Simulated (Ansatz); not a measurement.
`C[Si](C)(C)C#Cc1cc2sc(-c3cc4sc(-c5cc6sc(-c7cc8sc(-c9cc%10sc(-c%11cc%12sc(C#C[Si](C)(C)C)cc%12s%11)cc%10s9)cc8s7)cc6s5)cc4s3)cc2s1`, relaxed as a singlet with RKS r2SCAN-D4/def2-SVP in Ansatz, starting from the GFN2-xTB geometry. Force threshold 0.03 eV/Å.

Single mean-field runs in def2-SVP are fitted with def2-universal-jkfit.

Start:

Cartesian coordinates in Å:
```
C -7.166 9.120 -18.989
Si -8.114 7.500 -18.662
C -7.747 6.198 -20.004
C -9.989 7.803 -18.500
C -7.506 6.833 -17.039
C -7.092 6.420 -15.977
C -6.622 5.938 -14.757
C -5.908 6.637 -13.816
C -5.593 5.834 -12.714
S -4.738 6.084 -11.233
C -5.028 4.415 -10.762
C -4.533 3.939 -9.519
C -3.833 4.649 -8.571
C -3.515 3.858 -7.465
S -2.689 4.133 -5.973
C -2.950 2.461 -5.499
C -2.442 1.994 -4.258
C -1.824 2.727 -3.271
C -1.428 1.922 -2.200
S -0.618 2.203 -0.700
C -0.686 0.488 -0.320
C -0.116 -0.005 0.883
C 0.433 0.712 1.920
C 0.913 -0.127 2.930
S 1.696 0.118 4.449
C 1.782 -1.616 4.712
C 2.384 -2.136 5.890
C 2.497 -3.459 6.255
C 3.155 -3.602 7.478
S 3.605 -4.950 8.461
C 4.319 -3.867 9.648
C 4.922 -4.405 10.816
C 5.030 -5.730 11.169
C 5.694 -5.887 12.390
S 6.147 -7.246 13.356
C 6.873 -6.171 14.543
C 7.471 -6.697 15.687
C 7.980 -7.169 16.680
Si 8.788 -7.850 18.207
C 7.646 -7.484 19.689
C 10.467 -6.966 18.385
C 9.020 -9.726 17.970
C 6.763 -4.846 14.200
C 6.096 -4.688 12.980
S 5.644 -3.333 12.007
C 4.208 -2.545 9.287
C 3.551 -2.397 8.062
S 3.099 -1.055 7.074
C 1.228 -2.331 3.673
C 0.740 -1.489 2.672
S -0.044 -1.741 1.154
C -1.310 -0.243 -1.305
C -1.731 0.568 -2.361
S -2.543 0.285 -3.860
C -3.642 1.747 -6.450
C -3.962 2.538 -7.556
S -4.798 2.268 -9.044
C -5.748 3.722 -11.706
C -6.065 4.524 -12.808
S -6.918 4.269 -14.288
H -7.338 9.840 -18.195
H -6.096 8.941 -19.041
H -7.468 9.583 -19.924
H -8.075 6.533 -20.984
H -6.683 5.989 -20.067
H -8.253 5.261 -19.790
H -10.513 6.879 -18.273
H -10.411 8.204 -19.416
H -10.205 8.506 -17.701
H -5.634 7.670 -13.928
H -3.570 5.684 -8.685
H -1.670 3.789 -3.335
H 0.476 1.785 1.937
H 2.119 -4.275 5.671
H 4.643 -6.533 10.569
H 6.676 -7.955 19.561
H 8.070 -7.849 20.620
H 7.479 -6.416 19.801
H 10.335 -5.892 18.472
H 11.096 -7.149 17.519
H 11.009 -7.303 19.264
H 9.499 -10.177 18.834
H 9.637 -9.937 17.102
H 8.068 -10.226 17.824
H 7.147 -4.046 14.806
H 4.590 -1.737 9.885
H 1.188 -3.403 3.636
H -1.443 -1.307 -1.252
H -3.899 0.709 -6.338
H -6.026 2.690 -11.595
```

```
step   energy (eV)  largest force component (eV/Å)  SCF passes
   1  -193853.6102                           2.249          26
   2  -193854.0185                           0.314          22
   3  -193854.0745                           0.180          22
   4  -193854.0776                           0.117          22
   5  -193854.0801                           0.088          22
   6  -193854.0807                           0.012          16
```

Force components are those of the run's own axes.

End:

Cartesian coordinates in Å:
```
C -7.280 9.162 -19.203
Si -8.191 7.558 -18.845
C -7.836 6.281 -20.176
C -10.040 7.867 -18.709
C -7.579 6.908 -17.231
C -7.156 6.499 -16.150
C -6.676 6.028 -14.919
C -5.958 6.730 -13.953
C -5.651 5.916 -12.845
S -4.808 6.158 -11.348
C -5.097 4.487 -10.867
C -4.599 4.016 -9.604
C -3.901 4.728 -8.634
C -3.571 3.919 -7.528
S -2.728 4.171 -6.034
C -2.973 2.489 -5.562
C -2.448 2.016 -4.313
C -1.825 2.746 -3.304
C -1.423 1.920 -2.235
S -0.607 2.178 -0.726
C -0.689 0.459 -0.338
C -0.116 -0.028 0.884
C 0.443 0.699 1.931
C 0.923 -0.146 2.954
S 1.712 0.099 4.478
C 1.792 -1.638 4.768
C 2.397 -2.161 5.963
C 2.508 -3.499 6.337
C 3.174 -3.641 7.570
S 3.630 -4.985 8.567
C 4.359 -3.908 9.759
C 4.972 -4.460 10.935
C 5.087 -5.797 11.300
C 5.760 -5.948 12.532
S 6.219 -7.294 13.518
C 6.951 -6.218 14.715
C 7.553 -6.753 15.863
C 8.077 -7.236 16.867
Si 8.882 -7.921 18.379
C 7.774 -7.575 19.857
C 10.545 -7.074 18.594
C 9.104 -9.771 18.140
C 6.835 -4.878 14.350
C 6.163 -4.734 13.120
S 5.701 -3.386 12.129
C 4.245 -2.572 9.389
C 3.577 -2.428 8.156
S 3.124 -1.086 7.155
C 1.222 -2.363 3.724
C 0.736 -1.518 2.708
S -0.045 -1.767 1.179
C -1.325 -0.268 -1.341
C -1.733 0.559 -2.406
S -2.535 0.298 -3.922
C -3.677 1.777 -6.530
C -4.009 2.587 -7.634
S -4.844 2.334 -9.133
C -5.814 3.785 -11.830
C -6.124 4.595 -12.944
S -6.966 4.352 -14.438
H -7.462 9.907 -18.412
H -6.192 8.996 -19.265
H -7.613 9.595 -20.161
H -8.189 6.634 -21.160
H -6.756 6.078 -20.256
H -8.342 5.327 -19.958
H -10.582 6.937 -18.471
H -10.441 8.260 -19.658
H -10.263 8.598 -17.916
H -5.685 7.778 -14.076
H -3.649 5.785 -8.738
H -1.678 3.826 -3.357
H 0.492 1.789 1.939
H 2.120 -4.322 5.736
H 4.698 -6.616 10.692
H 6.787 -8.049 19.734
H 8.226 -7.966 20.784
H 7.613 -6.493 19.988
H 10.424 -5.984 18.703
H 11.198 -7.254 17.725
H 11.062 -7.450 19.493
H 9.584 -10.222 19.025
H 9.737 -9.987 17.264
H 8.135 -10.273 17.988
H 7.228 -4.070 14.966
H 4.634 -1.751 9.995
H 1.175 -3.452 3.708
H -1.478 -1.348 -1.287
H -3.932 0.721 -6.423
H -6.093 2.736 -11.718
```

By distances, no bond broke or formed. The bond that changes most is Si2–C3, from 1.91 to 1.88 Å (atoms count from 1).

No frequencies were taken in this run, so the end may be a saddle point.

Run time 39 s (11 threads of AMD EPYC 7R13 on a shared host and a whole NVIDIA H100 80GB HBM3), peak host memory 1.7 GiB.
